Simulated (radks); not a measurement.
The numbers below are computed, except where a source is named.
Coulomb parameter of the 3d shell of the zinc ion Zn2+ in the model configuration [Ar] 3d8.5 4p1.5, as a second difference U = [E(n + 1) + E(n - 1) - 2 E(n)] / (1)^2 with all orbitals relaxed. "Bare": the charge of the atom changes with n. "Screened": the 4p shell takes up the change at fixed total charge, which measures U(3d,3d) + U(4p,4p) - 2 U(3d,4p). Code: a radial shooting solver on a logarithmic mesh with Libxc functionals. Model: scalar-relativistic Kohn-Sham, PBE, spin-unpolarised, spherical densities, point nucleus.

case,configuration,E - E(n) (eV)
start,[Ar] 3d8.5 4p1.5,0.000
bare +1,[Ar] 3d9.5 4p1.5,-34.525
bare -1,[Ar] 3d7.5 4p1.5,54.645
screened +1,[Ar] 3d9.5 4p0.5,-21.290
screened -1,[Ar] 3d7.5 4p2.5,28.256

U(bare) = 20.120 eV, U(screened by 4p) = 6.966 eV, against the Slater integral F0(3d,3d) = 31.243 eV with frozen orbitals.
